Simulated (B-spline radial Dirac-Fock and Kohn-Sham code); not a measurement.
# X-ray lines that fill the 1s vacancy in Se⁶⁺

System: Se⁶⁺ in the configuration [Ar] 3d10.

Level of theory: one-electron (LDA, Dirac) transition rates at Dirac-Fock energies; a radial atomic solver.

```
line  multipole  energy (eV)  width (meV)  share (%)
K-L2         E1      11182.6          399       30.0
K-L3         E1      11223.6          772       58.0
K-M2         E1      12491.3         53.9       4.05
K-M3         E1      12497.3          106       7.93
```

The listed lines hold 100.0 % of the radiative rate. The radiative width is 1.33 eV in the length form and 1.37 eV in the velocity form; the two differ because the transition energies are not eigenvalue differences of the potential that gave the orbitals. Kα2/Kα1 is 0.517 and Kβ/Kα is 0.136.

Values without a named source are computed, but for edge energies of neutral atoms, which are taken from tables.
